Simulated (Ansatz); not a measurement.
Complex (SMILES): P (PH3) with C=CC, atoms 1 to 4 the first; geometry from B3LYP-D3(BJ)/def2-TZVP, monomers rigid:
```xyz
13

P      0.4442    -0.4223     0.3046
H      0.2621     0.7353    -0.4988
H      0.7948    -1.2422    -0.7963
H     -0.9247    -0.7834     0.2510
C     -0.0432    -3.6975     1.6336
C      0.9750    -4.0317     0.8507
H      0.0989    -3.0806     2.5137
H     -1.0528    -4.0263     1.4233
H      0.7829    -4.6498    -0.0227
C      2.3962    -3.6209     1.0661
H      2.4993    -2.9889     1.9485
H      3.0415    -4.4957     1.1882
H      2.7785    -3.0668     0.2040
```

Interaction energy at MP2 with Ansatz (a first-principles code), kcal/mol, without and with the counterpoise correction (monomers among the partner's ghost functions). Cartesian d functions, on some or all atoms, in 6-31+G*, 6-311G**; all else is spherical. Cores are frozen. No added dispersion term, no relativity. Reference, counterpoise-corrected: Hartree-Fock in aug-cc-pV(Q+d)Z plus the correlation part extrapolated as X^-3 from aug-cc-pV(T+d)Z and aug-cc-pV(Q+d)Z, -2.15.

```json
[
 {"basis": "6-31+G*", "functions": "98", "uncorrected": "-1.87"},
 {"basis": "pcseg-1", "functions": "105", "uncorrected": "-1.53"},
 {"basis": "6-311G**", "functions": "135", "uncorrected": "-1.71"},
 {"basis": "def2-SVPD", "functions": "156", "uncorrected": "-3.49"},
 {"basis": "6-311++G(2d,2p)", "functions": "206", "uncorrected": "-2.11"},
 {"basis": "aug-pcseg-2", "functions": "395", "uncorrected": "-3.05"},
 {"basis": "cc-pV(Q+d)Z", "functions": "499", "uncorrected": "-2.07"},
 {"basis": "def2-QZVP", "functions": "511", "uncorrected": "-2.08"}
]
```

Q: How large is the counterpoise correction in each set?

A: 6-31+G* 1.47, pcseg-1 1.03, 6-311G** 0.97, def2-SVPD 2.01, 6-311++G(2d,2p) 0.63, aug-pcseg-2 1.20, cc-pV(Q+d)Z 0.18, def2-QZVP 0.15 kcal/mol. The corrected value lies nearer the reference in 2 of 8 rows.
